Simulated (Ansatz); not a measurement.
Basis-set extrapolation for CH$_{7}$NO$_{2}$Si, SMILES `CO[SiH](N)O` (PBE0-D4/def2-TZVP geometry, frozen core, Ansatz 0.2.0). Multiplicity 1, RHF reference.

```json
{"": "HF", "def2-TZVPP": "-535.307625", "def2-QZVPP": "-535.329776"}
{"": "MP2 correlation", "def2-TZVPP": "-0.986853", "def2-QZVPP": "-1.062618"}
{"": "CCSD(T) correlation", "def2-TZVPP": "-1.057036", "def2-QZVPP": "not run"}
```

Energies in hartree. Use E(X) = E(∞) + A·exp(−7.88·√X) for Hartree–Fock and E(X) = E(∞) + B·X^(−2.97) for correlation, with X = 3 and 4, and add CCSD(T) minus MP2 of the smaller set to the MP2 limit.

Task: What is the CCSD(T) energy at the basis-set limit?

Result: HF limit: -535.329776 + (-0.022151) × 0.13774 = -535.33283. MP2 limit: -1.062618 + (-0.075765) × 0.74074 = -1.11874. Higher-order term: -1.057036 − (-0.986853) = -0.07018. Total: -536.52175 hartree, 412.4 kJ/mol below CCSD(T)/def2-TZVPP.
